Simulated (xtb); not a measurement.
CaF, SMILES [Ca+][F], charge +1. All values are semi-empirical tight-binding results from xtb (GFN2-xTB unless named), good for trends rather than for accurate numbers. Geometry: GFN2-xTB. The spin state was assumed, not searched.

Optimised geometry:

```xyz
2

Ca     0.0000     0.0000    -0.6131
F      0.0000     0.0000     1.3623
```
Charge +1, spin multiplicity 1.

For metal compounds this method's bond lengths and energies can be far off.

```json
{
  "point_group_as_xtb_finds_it": "C∞v",
  "orbital_gap": "1.58 eV"
}
```

### Question
Give the atomic charges and the Wiberg bond orders between heavy atoms. (Estimate from the structure and the level; the computed values follow.)

### Answer
charges (e) Ca1 0.99, F2 0.01. Bond orders Ca1–F2 1.52.
